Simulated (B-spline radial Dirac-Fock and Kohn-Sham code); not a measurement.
# Dipole and non-dipole photoemission parameters of Cu 3s

System: atomic copper, [Ar] 3d10 4s1; threshold 122.5 eV (tabulated edge). Method: Dirac-Hartree-Slater photoionisation with a Latter tail; cross sections with all multipoles, angular parameters from the dipole term and its interference with E2. Computed with a radial atomic solver.

Input of the calculation (task.json; shells as n, l, electrons):

```json
{"items": [{
  "Z": 29,
  "q": 0,
  "cfg": [[1, 0, 2], [2, 0, 2], [2, 1, 6], [3, 0, 2], [3, 1, 6], [3, 2, 10], [4, 0, 1]],
  "A": 63,
  "rrms": 3.8823,
  "do": "xps",
  "hv": [53.4, 54.8, 60, 67.2, 88.9, 89.1, 91.5, 200, 212.0, 236.0, 252.0, 261.0, 300, 374.0, 400, 438.0, 800, 896.0, 930.0, 944.0, 1253.6, 1700.0, 1810.0, 1970.0, 2000, 3720.0, 4620.0, 5160.0, 10600.0, 12000],
  "edges": {"K": 8979.0, "L1": 1096.7, "L2": 952.3, "L3": 932.7, "M1": 122.5, "M2": 77.3, "M3": 75.1}
}]}
```

Run with: `python xray2_run.py task.json out`

For linearly polarised light dσ/dΩ = σ/(4π) [1 + β P₂(cos θ) + (δ + γ cos²θ) sin θ cos φ], with θ from the polarisation vector and φ the angle between the beam and the projection of the electron momentum on the plane normal to the polarisation.

```
hν (eV)  σ (kb)      β       γ
    200     230  1.997   0.271
    212     222  1.997   0.282
    236     204  1.998   0.291
    252     192  1.998   0.290
    261     185  1.998   0.287
    300     160  1.998   0.267
    374     123  1.999   0.212
    400     112  1.999   0.192
    438    99.3  1.999   0.163
    800    39.4  1.999  -0.016
    896    32.5  1.999  -0.039
    930       ?      ?       ?
    944    29.7  1.999  -0.047
 1253.6    17.9  1.999  -0.065
   1700    10.1  1.999  -0.027
   1810    8.97  1.999  -0.011
   1970    7.60  1.999   0.015
   2000    7.38  1.999   0.020
   3720    2.05  1.999   0.371
   4620    1.28  1.999   0.555
   5160   0.999  1.999   0.661
  10600   0.183  1.999   1.546
  12000   0.134  1.999   1.732
```

Question: Give the values at 930 eV.

Answer: σ = 30.5 kb, β = 1.999, γ = -0.045. For an s subshell δ is negligible.
